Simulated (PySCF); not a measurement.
## Radial density of Si (silicon, neutral)

UHF, [Ne] 3s1 3p3, 3s spin antiparallel (an excited configuration). Computed with PySCF 2.14 in aug-cc-pCVTZ-DK with one added diffuse shell each of s, p, d, f type (9s8p6d4f, 91 functions), with the spin-free X2C one-electron Hamiltonian (Gaussian nucleus).

```json
{"r (bohr)": "0.00151", "4πr²ρ (e/bohr)": "0.05780", "4πr²(ρα − ρβ)": "-0.0002"}
{"r (bohr)": "0.00254", "4πr²ρ (e/bohr)": "0.1519", "4πr²(ρα − ρβ)": "-0.0004"}
{"r (bohr)": "0.00427", "4πr²ρ (e/bohr)": "0.3948", "4πr²(ρα − ρβ)": "-0.0011"}
{"r (bohr)": "0.00718", "4πr²ρ (e/bohr)": "1.000", "4πr²(ρα − ρβ)": "-0.0028"}
{"r (bohr)": "0.0121", "4πr²ρ (e/bohr)": "2.412", "4πr²(ρα − ρβ)": "-0.0068"}
{"r (bohr)": "0.0203", "4πr²ρ (e/bohr)": "5.329", "4πr²(ρα − ρβ)": "-0.0146"}
{"r (bohr)": "0.0342", "4πr²ρ (e/bohr)": "10.14", "4πr²(ρα − ρβ)": "-0.0257"}
{"r (bohr)": "0.0575", "4πr²ρ (e/bohr)": "14.98", "4πr²(ρα − ρβ)": "-0.0282"}
{"r (bohr)": "0.0967", "4πr²ρ (e/bohr)": "14.93", "4πr²(ρα − ρβ)": "0.0095"}
{"r (bohr)": "0.163", "4πr²ρ (e/bohr)": "10.24", "4πr²(ρα − ρβ)": "0.0935"}
{"r (bohr)": "0.274", "4πr²ρ (e/bohr)": "11.61", "4πr²(ρα − ρβ)": "0.1143"}
{"r (bohr)": "0.460", "4πr²ρ (e/bohr)": "14.00", "4πr²(ρα − ρβ)": "0.0282"}
{"r (bohr)": "0.774", "4πr²ρ (e/bohr)": "5.985", "4πr²(ρα − ρβ)": "-0.0101"}
{"r (bohr)": "1.30", "4πr²ρ (e/bohr)": "1.486", "4πr²(ρα − ρβ)": "0.1317"}
{"r (bohr)": "2.19", "4πr²ρ (e/bohr)": "1.642", "4πr²(ρα − ρβ)": "0.6986"}
{"r (bohr)": "3.68", "4πr²ρ (e/bohr)": "0.6271", "4πr²(ρα − ρβ)": "0.4730"}
{"r (bohr)": "6.19", "4πr²ρ (e/bohr)": "0.05514", "4πr²(ρα − ρβ)": "0.0524"}
{"r (bohr)": "10.4", "4πr²ρ (e/bohr)": "0.0002768", "4πr²(ρα − ρβ)": "0.0003"}
```

Densities and radii are taken from the X2C orbitals without a picture-change correction, which distorts them close to the nucleus.

With the s spin flipped the determinant is a mixture of two multiplicities, not a spectroscopic state.
